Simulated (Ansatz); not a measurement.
An input meant for Ga3Cl6⁺ (charge 1, singlet; atoms displaced at random, 0.03 Å in each coordinate).

```yaml
crystal:
  periodic: [false, false, false]
  atoms:
    - {symbol: Ga, position_ang: [0.551107, 1.564527, 0.703402]}
    - {symbol: Ga, position_ang: [0.340228, -0.822143, -1.334155]}
    - {symbol: Ga, position_ang: [-1.275482, -1.495869, 0.340098]}
    - {symbol: Cl, position_ang: [1.120932, -1.523374, -3.162417]}
    - {symbol: Cl, position_ang: [1.169231, 3.325528, 1.627316]}
    - {symbol: Cl, position_ang: [-2.725446, -2.840148, 1.149241]}
    - {symbol: Cl, position_ang: [2.106644, -0.104230, 0.182228]}
    - {symbol: Cl, position_ang: [-0.993843, 0.306413, 1.912998]}
    - {symbol: Cl, position_ang: [-0.410070, 1.529050, -1.408555]}
basis:
  gaussian: {orbitals: cc-pVDZ}
total_charge: 1
magnetization: {spin_polarized: true, initial_magnetization: 1}
hamiltonian: {xc: {name: BLYP}, dispersion: d3bj}
output: {forces: true}
```

```sh
$ ansatz run in.yaml --threads 4 --pin off --events-out ev --progress --plain --max-ram 6963MiB
```

It prints (some lines left out):

```
Error: a molecule whose nuclei and cores have a total charge of 195 cannot have a net charge of 1 together with 1 unpaired electrons
```

What is wrong with this run?

The number of unpaired electrons doesn't fit the electron count. The program refused the input.
